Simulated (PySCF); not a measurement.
MePhSiCl2, C₇H₈Cl₂Si.
Geometry (PBE0-D3(BJ)/def2-SVP, Å), atoms numbered from 1 in this order:
```xyz
18
C7H8Cl2Si angstrom
C     -2.9160   -0.0447   -0.5536
Si    -1.7102   -0.0408    0.8574
Cl    -2.0770    1.6449    2.0024
Cl    -2.0560   -1.7177    2.0211
C      0.0799   -0.0240    0.3441
C      0.6139    1.1313   -0.2488
C      1.9381    1.1627   -0.6776
C      2.7501    0.0400   -0.5154
C      2.2352   -1.1110    0.0780
C      0.9089   -1.1422    0.5055
H     -2.7673    0.8466   -1.1819
H     -2.7672   -0.9418   -1.1736
H     -3.9493   -0.0406   -0.1763
H     -0.0059    2.0259   -0.3626
H      2.3414    2.0696   -1.1345
H      3.7907    0.0656   -0.8481
H      2.8711   -1.9891    0.2140
H      0.5134   -2.0444    0.9792
```

The calculation used PBE0-D3(BJ)/def2-SVP geometry optimisation, gas phase (PySCF).

Masses are those of the commonest isotopes; rigid-rotor values at the optimised geometry. The values belong to one conformer with, in the numbering `[CH3:1][Si:2]([Cl:3])([Cl:4])[c:5]1[cH:6][cH:7][cH:8][cH:9][cH:10]1`, C1–Si2–C5–C6 70°.

(1) What are A, B and C (MHz)?

(2) What kind of rotor is it?

(3) What does the inertial defect say?

(4) Give the other two planar moments, Paa and Pbb, and the rms extents of the mass along the axes.

(5) Which lines would a microwave search look for?

(6) Estimate the classical rotational partition function at 10 K, 50 K and 500 K.

Answers

(1) Ia = 387.68, Ib = 877.41, Ic = 1055.24 u·Å²; 505379 MHz·u·Å²/I gives A = 1304, B = 576.0, C = 478.9 MHz.

(2) An asymmetric top. Ray's parameter κ = (2B − A − C)/(A − C) = -0.765; −1 is the prolate and +1 the oblate limit.

(3) Not planar: Δ = Ic − Ia − Ib = -209.85 u·Å². For a rigid frame Δ = −2 Σ m c², so Σ m c² = 104.92 u·Å² lies off the ab plane: 18.89 from hydrogen and 86.03 from heavier atoms. The atom farthest from that plane is 2.74 Å away.

(4) Paa = Σ m a² = (Ib + Ic − Ia)/2 = 772.48 and Pbb = Σ m b² = (Ia + Ic − Ib)/2 = 282.76 u·Å². With the mass M = 189.98 u, the rms extents √(P/M) along a, b and c are 2.02, 1.22, 0.74 Å.

(5) The dipole components are |μa| = 1.90 D, |μb| = 0.23 D, |μc| = 1.74 D. Intensities carry the squares of the components, which stand as 1.00 : 0.01 : 0.84 (a : b : c). Some lines, for components of 0.1 D or more:

```
type  branch         J(Ka,Kc)   MHz  lower level (cm⁻¹)
   c       Q  4(1,4) ← 4(0,4)   400               0.348
   a       Q  3(1,2) ← 3(1,3)   582               0.227
   b       Q  3(1,2) ← 3(0,3)  1106               0.210
   b       R  2(0,2) ← 1(1,1)  1373               0.059
   a       R  2(1,2) ← 1(1,1)  2013               0.059
   c       Q  3(2,2) ← 3(1,2)  2043               0.247
   a       R  2(1,1) ← 1(1,0)  2207               0.063
   c       R  2(1,1) ← 1(0,1)  3032               0.035
   a       R  3(0,3) ← 2(0,2)  3129               0.105
   a       R  3(2,2) ← 2(2,1)  3165               0.209
   a       R  3(1,2) ← 2(1,1)  3304               0.136
   c       Q  4(3,2) ← 4(2,2)  3779               0.460
   b       Q  3(3,0) ← 3(2,1)  3842               0.316
   a       R  4(2,2) ← 3(2,1)  4299               0.316
   b       R  2(2,1) ← 1(1,0)  4390               0.063
   b       R  2(2,0) ← 1(1,1)  4496               0.059
   c       R  3(2,2) ← 2(1,2)  5639               0.127
   c       R  4(2,2) ← 3(1,2)  6387               0.247
   b       R  4(2,2) ← 3(1,3)  6969               0.227
   c       R  3(3,0) ← 2(2,0)  7042               0.209
   c       R  4(3,1) ← 3(2,1)  8081               0.316
   b       R  4(4,0) ← 3(3,1)  9654               0.444
```

(6) Point group C1, symmetry number σ = 1; q = (√π/σ)·√((kT/h)³/(ABC)), k/h = 20836.6 MHz/K: 8890 at 10 K, 99400 at 50 K, 3140000 at 500 K.

PBE0-D3(BJ)/def2-SVP frequencies: not computed here. Zero-point vibration and centrifugal distortion are left out. A rigid rotor knows nothing of internal rotation, which can split or shift real lines. Quadrupole hyperfine structure (35Cl) is left out.

Time: 3.0 min wall. Hardware: one thread, Arm Neoverse V1, on a shared host. That covers the optimisation of the geometry.
